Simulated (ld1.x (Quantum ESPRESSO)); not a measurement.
## tungsten (W): one change to a PAW potential, before and after

W (Z = 74), PAW, made with ld1.x (Quantum ESPRESSO) 7.5 (PBE, scalar-relativistic). Core [Xe] 4f14, reference 5d4 6s2 6p0. Waves: 6s (bound): rcut 2.25, rcutus 2.70 bohr; 6s channel at 2.55 Ry: rcut 2.25, rcutus 2.70 bohr; 6p (bound, empty): rcut 2.45, rcutus 2.90 bohr; 6p channel at 2.6 Ry: rcut 2.45, rcutus 2.90 bohr; 5d (bound): rcut 1.80, rcutus 2.20 bohr; 5d channel at 0.95 Ry: rcut 1.80, rcutus 2.20 bohr. Local part: all-electron potential smoothed inside 1.95 bohr (lloc = -1). Core correction: a·sin(br)/r model core inside 2.20 bohr. Augmentation charge: BESSEL, radius 1.40 bohr.

All-electron outer shells of the reference configuration (PBE, scalar-relativistic, ld1.x):

```
shell  level (eV)  outermost node (bohr)  outermost maximum (bohr)
   5p      -43.20                   0.57                      1.09
   4f      -33.21                      –                      0.43
   6s       -5.71                   1.28                      2.67
   5d       -4.48                   0.63                      1.49
   6p       -1.36                   1.54                      3.75
```

Change: wave 6s channel at 2.55 Ry: rcut 2.25, rcutus 2.70 bohr becomes 6s channel at 0.07 Ry: rcut 2.25, rcutus 2.70 bohr.

Cutoffs: the cutoffs (Ry, on a coarse ladder) from which the occupation-weighted sum of valence levels, in a spherical-Bessel basis at the reference potential, stays within 10 and 1 mRy of its value at 400 Ry; they do not see the model core or the augmentation charge, which bear on the density cutoff. Errors are all-electron minus pseudo energies relative to the spin-unpolarised reference configuration.

How do hardness, ghosts and transferability respond?

The potential gets neither clearly harder nor softer (18 Ry and 30 Ry → 18 Ry and 30 Ry); both files keep a bound ghost (s); the errors of the 7 common tests hardly move; the range in which the s phases agree narrows (upper end at the end of the scan → 2.9).

| quantity | base | changed |
| --- | --- | --- |
| cutoff, loose | 18 Ry | 18 Ry |
| cutoff, tight | 30 Ry | 30 Ry |
| bound ghosts | s | s |
| error for 5d4 6s1 6p0, meV [ΔE 8.88 eV] | -3.7 | -3.6 |
| error for 5d4 6s0 6p0, meV [ΔE 24.56 eV] | -9.2 | -9.2 |
| error for 5d3 6s0 6p0, meV [ΔE 49.94 eV] | -177 | -177 |
| error for 5d2 6s0 6p0, meV [ΔE 87.16 eV] | -783 | -783 |
| error for 5d4 6s0 6p2, meV [ΔE 9.26 eV] | -2.7 | -2.7 |
| error for 5d3 6s2 6p0, meV [ΔE 8.83 eV] | -43 | -42 |
| error for 5d4 6s0 6p1, meV [ΔE 14.34 eV] | -3.0 | -3.0 |
| s: phases at 3.17 bohr within 0.05 rad from the reference energy up to (Ry; the scan ends near 5) | to the end of the scan | 2.9 |
| p: phases at 3.17 bohr within 0.05 rad from the reference energy up to (Ry; the scan ends near 5) | 1.9 | 1.9 |
| d: phases at 3.17 bohr within 0.05 rad from the reference energy up to (Ry; the scan ends near 5) | to the end of the scan | to the end of the scan |
| lowest overlap eigenvalue by channel | s 0.53, p 0.59, d 0.84 | s 0.32, p 0.59, d 0.84 |

 A true bound ghost makes a file unfit for plane-wave use even where its test errors are small: the radial tests pick states by their node count and pass the ghost by.
